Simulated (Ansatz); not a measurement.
Reactions of `[F][AlH][CH](F)[SiH3]`.

Calculated with Ansatz (gas phase, PBE0-D4/def2-TZVP geometries, no zero-point term in ΔE). CBS: MP2 limit from def2 TZ/QZ plus the TZ coupled-cluster correction, frozen cores. This one scheme is used for every species. Functionals use def2-TZVPP. Elements past krypton have def2 core potentials. For Ge, Sn outer-core shells are correlated without core-valence functions, which leaves a few kJ/mol of doubt a bond. Scalar relativity is left out up to krypton. Each species was taken in one conformer, which may not be the lowest.

```json
{"reaction": "`[F][AlH][CH](F)[SiH3]` + `N=[CH][SnH3]` → `[SiH3]/N=[CH]\\[SnH3]` + `F[CH2][AlH][F]`", "HF/CBS(def2) (kJ/mol)": "-44", "ωB97M-V (kJ/mol)": "-35"}
{"reaction": "`[F][AlH][CH](F)[SiH3]` + `N[SiH3]` → `[F][AlH][NH][SiH3]` + `FC[SiH3]`", "HF/CBS(def2) (kJ/mol)": "-131", "ωB97M-V (kJ/mol)": "-114"}
{"reaction": "`[F][AlH][CH](F)[SiH3]` + `N[SiH2]N` → `N[SiH2][NH][AlH][F]` + `FC[SiH3]`", "HF/CBS(def2) (kJ/mol)": "-127", "ωB97M-V (kJ/mol)": "-111"}
{"reaction": "`[F][AlH][CH](F)[SiH3]` + `[OH][GeH]([F])[SH]` → `[OH][GeH]([F])[S][SiH3]` + `F[CH2][AlH][F]`", "HF/CBS(def2) (kJ/mol)": "-69", "ωB97M-V (kJ/mol)": "-64"}
```

Q: Give the CCSD(T)/CBS values in the same order. (Best estimate.)

A: Ansatz gave: -37, -119, -115, -67 kJ/mol.

Largest T1 diagnostic: 0.015, for `[SiH3]/N=[CH]\[SnH3]`.
